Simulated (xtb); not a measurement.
xtb input:

```bash
xtb mol.xyz --gfn 2 --sp --chrg -1 --uhf 0
```
mol.xyz:
```
9

Si     0.81172158    -0.57889441     0.10772182
F      2.35180447    -0.27453806    -0.37219608
N     -0.24647524     0.62305425    -0.39850186
Si    -2.01867867     0.56599927     0.19146885
H      0.86231024    -0.66367643     1.58527770
H      0.59695180    -1.95278689    -0.43730483
H     -0.15886201     0.97211634    -1.33979024
H     -1.74615035     0.89168908     1.67131199
H     -2.09776395    -0.95734757     0.47111383
```

### Question
Which total energy does the run end on?

### Answer
-13.89639 Eh (GFN2-xTB).

It need not be the lowest isomer of its formula. Whether it binds its extra electron was not tested at this geometry.
